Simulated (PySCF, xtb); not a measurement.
Ga(OH)2(OMe) (CH5GaO3), SMILES [O]([Ga]([OH])[OH])C. Other conformers were not sampled.

Harmonic wavenumbers (cm⁻¹) from GFN2-xTB in xtb at its own minimum, in rising order: 84, 86, 117, 152, 171, 256, 320, 336, 441, 536, 569, 643, 665, 1038, 1124, 1126, 1402, 1465, 1466, 2945, 2954, 2957, 3615, 3627.

Problem. What does PBE0-D3(BJ)/def2-SVP (PySCF 2.14.0) give at its own minimum? (An estimate is asked for; the answer gives what the named calculation found.)

Solution. 33, 92, 105, 176, 199, 272, 320, 340, 622, 715, 752, 821, 846, 1160, 1179, 1212, 1472, 1477, 1481, 3009, 3097, 3098, 3910, 3915. Paired by order, the mean absolute difference is 97 cm⁻¹ and the zero-point energies are 40.2 and 43.3 kcal/mol.
